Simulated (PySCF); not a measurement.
ammonia borane (H$_{6}$BN), singlet, geometry from GFN2-xTB. Base run: TPSS/def2-SV(P) (PySCF).

PySCF was given this input:
```python
from pyscf import gto, scf, dft

mol = gto.Mole()
mol.atom = '''
    B    -0.914919    0.112100   -0.016619
    N     0.730879   -0.089551    0.013276
    H    -1.313993   -0.641683   -0.847374
    H    -1.091550    1.255010   -0.299746
    H    -1.290050   -0.160526    1.079991
    H     0.933910   -1.052864    0.251240
    H     1.120083    0.534559    0.709573
    H     1.100043    0.131858   -0.903521
'''
mol.basis = 'def2-sv(p)'
mol.charge = 0
mol.spin = 0
mol.verbose = 4
mol.build()

mf = dft.RKS(mol)
mf.xc = 'tpss'
mf.kernel()
```

Each row names what was changed in the base input (with any setting that the change needs).

```csv
change,ΔE vs base (µEh),SCF cycles,outcome
base,0.0,8,converged
diis = off; damp = 0.6 (with mf.diis_start_cycle = 200; with mf.max_cycle = 150),0.0,17,converged
init_guess = huckel,0.0,9,converged
init_guess = mod_huckel,0.0,9,converged
conv_tol_grad = 1e-3,0.0,8,converged
solver = newton; init_guess = 1e,0.0,-,converged
diis = off; damp = 0.3 (with mf.diis_start_cycle = 200; with mf.max_cycle = 150),0.0,46,converged
conv_tol = 1e-7,0.0,7,converged
init_guess = atom,0.0,9,converged
level_shift = 0.5 (with mf.max_cycle = 100),0.0,15,converged
DIIS = EDIIS,-,50,not converged
level_shift = 0.1 (with mf.max_cycle = 100),0.0,8,converged
DIIS = ADIIS,0.0,14,converged
```
